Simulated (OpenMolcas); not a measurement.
Os⁶⁺: effect of the active space

* Program: OpenMolcas
* Method: SS-CASPT2 or its RAS form, IPEA 0.25 Eh, imaginary shift 0.1 Eh
* Basis: ANO-RCC-VTZP
* Scalar Hamiltonian: DKH2, point nucleus
* Spin-orbit coupling: state interaction with AMFI integrals over the reference wave functions, term energies averaged over their components

A. 2 electrons in 5 orbitals (5d); 2S+1 = 3 even, 10 roots; 2S+1 = 1 even, 15 roots; closed shells correlated: 5s 5p; CASPT2 step roughly 9 core-seconds
B. 8 electrons in 8 orbitals (RAS1 5p, at most 2 holes; RAS2 5d); 2S+1 = 3 even, 10 roots; 2S+1 = 1 even, 15 roots; closed shells correlated: 5s; CASPT2 step roughly 19 core-seconds
C. 2 electrons in 10 orbitals (5d 6d); 2S+1 = 3 even, 10 roots; 2S+1 = 1 even, 15 roots; closed shells correlated: 5s 5p; CASPT2 step of the order of 100 core-seconds

Energies in cm⁻¹ above 5d² ³F₂, the measured ground level; measured values from van het Hof, Joshi, Wyart and Sugar, J. Res. Natl. Inst. Stand. Technol. 100, 687 (1995).

| Level | A | B | C | Measured |
| --- | --- | --- | --- | --- |
| 5d² ³F₂ | 0.0 | 0.0 | 0.0 | 0.0 |
| 5d² ³F₃ | 10610 | 11120 | 10650 | 10308 |
| 5d² ³P₀ | 16390 | 16510 | 16560 | 15837 |
| 5d² ³F₄ | 18530 | 19230 | 18610 |  |
| 5d² ³P₁ | 22980 | 23440 | 23020 | 22098 |
| 5d² ¹G₄ | 32120 | 32870 | 32280 | 31274 |
| 5d² ³P₂ [59 %] | 33910 | 34950 | 33940 | 33127 |
| 5d² ¹S₀ | 58600 | 59220 | 58650 | 57710 |

Deviations, from unrounded energies. A percentage is the sum of absolute deviations over the sum of measured energies, with the sign that they share, or ± where signs differ.

```tsv
Against measurement	Levels	A	B	C
mean absolute deviation (cm-1)	6	710	1300	790
fine structure of the ground term (%)	1	+2.9	+7.9	+3.4
other terms of the ground configuration (%)	5	+2.5	+4.3	+2.8
```

A lies closest to measurement on these levels and B furthest from it. The largest miss of A in the table is 5d² ¹S₀, by +890 cm-1. The ranking rests on the paired levels alone, and a cruder setting can come out closer through cancelling errors.

The two smallest mean deviations differ by little beside CASPT2's spread within terms, so their order carries little weight.

Among A to C the level of the table that moves most is 5d² ³P₂ [59 %], by 1000 cm-1 (lowest in A, highest in B). Moves below CASPT2's spread within the term are not significant.

CASPT2 breaks the degeneracy within a term, and the mean is taken; among the terms shown or strongly mixed into the levels shown the widest spread is 510 cm-1 (5d² ¹G, A). Active for correlation alone: 5p; no level in the range computed is led by a configuration that opens it, so any true level of that kind is missing (holds for B). Active for correlation alone: 6d; no level in the range computed is led by a configuration that fills it, so any true level of that kind is missing (holds for C). Computed and measured levels are paired by configuration, term and J; levels that our copy of the source lacks, or whose pairing is in doubt (as where it misses far off the trend of its configuration), stay unpaired and out of the deviations. Levels of configurations outside the active space are missing. Levels that lie high or do not pair safely by name in every column are left out.

A share in square brackets marks a mixed level and gives the weight of the term that names it, the lowest over the columns.
